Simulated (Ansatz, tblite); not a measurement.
Removing and adding an electron: ZrF₄. Charge 0, multiplicity 1. Geometry: PBE-D4/def2-SVP. Ansatz, gas phase; energy differences of separate SCF runs; the oxidised species was run as a doublet alone; the reduced species was run as a doublet alone.

Cartesian coordinates in Å:
```
Zr 0.000 0.000 0.000
F -0.467 -1.064 -1.514
F 1.705 0.806 -0.291
F 0.075 -1.104 1.555
F -1.313 1.362 0.250
```

In the def2 sets Zr takes a core potential; there is no spin–orbit coupling. The xTB rows come from tblite. HOMO above LUMO, or a gap near zero within one spin, warns that the state may not be the lowest or that an electron is smeared out.

```tsv
level	−HOMO (eV)	vertical IE (eV)	−LUMO (eV)	vertical EA (eV)	HOMO–LUMO gap (eV)	IE − EA (eV)	remarks
GFN1-xTB	14.07	17.44	9.99	6.35	4.08	11.09	–
GFN2-xTB	14.52	17.88	8.86	5.27	5.66	12.61	–
PBE-D4/def2-TZVP	10.14	13.51	2.35	–	7.78	–	gap within one spin near zero (+1 doublet)
PBE-D4/def2-TZVPD	10.17	–	2.37	-0.24	7.80	–	HOMO above zero (-1 doublet)
r2SCAN-D4/def2-TZVP	10.64	13.88	2.19	–	8.45	–	gap within one spin near zero (+1 doublet)
r2SCAN-D4/def2-TZVPD	10.64	–	2.16	-0.41	8.48	–	HOMO above zero (-1 doublet)
PBE0-D4/def2-TZVP	12.20	14.51	1.49	–	10.71	–	–
PBE0-D4/def2-TZVPD	12.21	–	1.48	-0.35	10.73	–	HOMO above zero (-1 doublet)
```

   A HOMO above zero means that the electron is unbound at that level or that self-interaction error raises the level; the energy of removing that electron tells which. Raw xTB energy differences between charge states are shifted by several eV; the methods need an empirical correction for them. A negative affinity means that the extra electron isn't bound; its size then hangs on the basis.
